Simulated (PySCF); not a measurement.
BI3, singlet, at a GFN2-xTB geometry (core potentials on I). Base run: BLYP/def2-TZVP run with PySCF.

Input for PySCF:
```python
from pyscf import gto, scf, dft

mol = gto.M(
    atom='''
B    -0.00000000   -0.00000000   -0.00000000
I     1.99149933   -0.34837003   -0.59670522
I    -0.73946532   -0.87800252    1.76799066
I    -1.25203400    1.22637255   -1.17128544
''',
    basis='def2-tzvp',
    ecp={'I': 'def2-tzvp'},
    verbose=5,
)

mf = dft.RKS(mol)
mf.xc = 'blyp'
mf.kernel()
```

Each row names what was changed in the base input (with any setting that the change needs).

```csv
change,ΔE vs base (mEh),outcome
base,0.000,converged
auxbasis = def2-tzvp-ri,-,input refused
auxbasis = even-tempered beta=3.0,?,converged
auxbasis = autoaux,-0.004,converged
auxbasis = cc-pvtz-ri,-,input refused
auxbasis = cc-pvqz-jkfit,-,input refused
auxbasis = cc-pvdz-jkfit,-,input refused
auxbasis = cc-pvtz-jkfit,-,input refused
auxbasis = def2-svp-ri,-,input refused
auxbasis = even-tempered beta=1.6,-0.003,converged
```

### Question
Fill in the missing entries.

### Answer

- auxbasis = even-tempered beta=3.0, ΔE vs base (mEh): -130.4

A fitting set is made for a task (jfit for Coulomb, jkfit for Coulomb and exchange, ri for correlation) and for a family of orbital bases.

- auxbasis = def2-tzvp-ri: ended with `pyscf.lib.exceptions.BasisNotFoundError: Basis set not found for I in def2-tzvp-ri`
- auxbasis = cc-pvtz-ri: ended with `pyscf.lib.exceptions.BasisNotFoundError: Basis set not found for I in cc-pvtz-ri`
- auxbasis = cc-pvqz-jkfit: ended with `pyscf.lib.exceptions.BasisNotFoundError: Basis set not found for I in cc-pvqz-jkfit`
